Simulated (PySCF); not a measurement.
Gas-phase reaction: 2 BI₃ + BCl₃ = 3 I₂ + 3 BCl

Energies from PySCF (xtb for GFN2), thermal terms from the rigid-rotor harmonic-oscillator model, ideal gas at 1 bar. † marks an energy on the PBE0/def2-TZVP geometry and frequencies; other levels use their own. MP2 and CCSD(T) freeze the core. All species are closed-shell singlets. B3LYP is the form with VWN-RPA correlation. I: scalar-relativistic def2 core potential, no spin-orbit coupling. MP2 isn't extrapolated to the basis-set limit. CCSD(T) isn't extrapolated to the basis-set limit.

```json
[
 {"level": "B3LYP/def2-TZVP†", "ΔH°(298 K), kJ": "?"},
 {"level": "CCSD(T)/def2-SVP†", "ΔH°(298 K), kJ": "1132"},
 {"level": "GFN2-xTB", "ΔH°(298 K), kJ": "1042"},
 {"level": "HF/def2-TZVP†", "ΔH°(298 K), kJ": "?"},
 {"level": "M06-2X/def2-TZVP†", "ΔH°(298 K), kJ": "1118"},
 {"level": "MP2/def2-TZVPP†", "ΔH°(298 K), kJ": "1271"},
 {"level": "PBE0/def2-SVP†", "ΔH°(298 K), kJ": "?"},
 {"level": "LDA/def2-TZVP†", "ΔH°(298 K), kJ": "1308"},
 {"level": "ωB97M-V/def2-TZVP†", "ΔH°(298 K), kJ": "1108"},
 {"level": "ωB97X-V/def2-TZVP†", "ΔH°(298 K), kJ": "?"}
]
```

### Question
What belongs in the gaps?

### Answer

- B3LYP/def2-TZVP†, ΔH°(298 K), kJ: 1058
- HF/def2-TZVP†, ΔH°(298 K), kJ: 974
- PBE0/def2-SVP†, ΔH°(298 K), kJ: 1241
- ωB97X-V/def2-TZVP†, ΔH°(298 K), kJ: 1142
